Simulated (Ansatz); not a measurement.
`[SiH3][SiH2][SnH3]` + `[BH2][GaH][CH3]` → `C[SiH2][SnH3]` + `[BH2][GaH][SiH3]` at 400 K and 1 bar (redistribution).

Calculated with Ansatz (gas phase, PBE0-D4/def2-TZVP geometries, no zero-point term in ΔE). CCSD(T)/CBS is the MP2 limit (def2-TZVPP, def2-QZVPP) plus CCSD(T) − MP2 in def2-TZVPP, frozen cores. Elements past krypton have def2 core potentials. For Ga, Sn outer-core shells are correlated without core-valence functions, which leaves a few kJ/mol of doubt a bond. Scalar relativity is left out up to krypton.

```csv
species,CCSD(T)/CBS energy (Eh),H − E (kJ/mol),S (J/(mol·K))
`[SiH3][SiH2][SnH3]`,-796.96755,200.1,421.9
`[BH2][GaH][CH3]`,-1990.34786,190.7,357.2
`C[SiH2][SnH3]`,-545.95955,227.8,391.4
`[BH2][GaH][SiH3]`,-2241.36260,164.7,384.2
```

H − E and S are ideal-gas, rigid-rotor, harmonic terms from PBE0-D4/def2-TZVP. 1 Eh = 2625.50 kJ/mol, R = 8.31446 J/(mol·K).

Task: By hand: ΔE, ΔH, ΔS and ΔG.

Result: ΔE = (-545.95955) + (-2241.36260) − (-796.96755) − (-1990.34786) = -0.00674 Eh = -17.7 kJ/mol. Δ(H − E) = 227.8 + 164.7 − 200.1 − 190.7 = 1.7, so ΔH = -16.0 kJ/mol. ΔS = 391.4 + 384.2 − 421.9 − 357.2 = -3.5 J/(mol·K). ΔG = -16.0 − 400 × (-3.5)/1000 = -14.6 kJ/mol.

Task: By hand: the equilibrium constant, and the temperature at which ΔG would vanish if ΔH and ΔS stayed fixed.

Result: log₁₀ K = −ΔG/(RT ln 10) = 1.9. ΔG = 0 at ΔH/ΔS = 4571 K, far beyond where these terms or the molecules hold.

The number of gas molecules stays the same, so ΔS is small and ΔH decides. A doubt of 5 kJ/mol in ΔE shifts log₁₀ K by 0.7 here. Modes under 60 cm⁻¹, often nearly free rotors, make the harmonic entropy too high. These are equilibria of isolated gas molecules and say nothing of rates. Largest T1 diagnostic: 0.014 (customary marks: 0.02 for closed shells, 0.045 for open ones).
